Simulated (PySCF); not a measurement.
# How methods differ on the excitation energy of O(2+)

O(2+) [He] 2s2 2p2 (3P) → O(2+) [He] 2s2 2p1 3s1 (3P), as a difference of total energies. Computed with PySCF 2.14 in aug-cc-pVTZ with one added diffuse shell each of s, p, d, f type (6s5p4d3f, 62 functions), with no relativity, point nucleus. Correlated levels: valence: 1s2 frozen. The calculations carry no spin-orbit coupling.

```csv
method,excitation energy (cm⁻¹)
UHF,269430
LDA,270860
PBE,269540
PBE0,270710
r2SCAN,275190
BP86,270050
BLYP,269490
PW91,270360
CAM-B3LYP,270840
MP2 (valence),269730
SCS-MP2 (valence),268880
```

The promoted electron is Rydberg-like, and one or two diffuse shells describe it only roughly, which tends to raise the upper state.
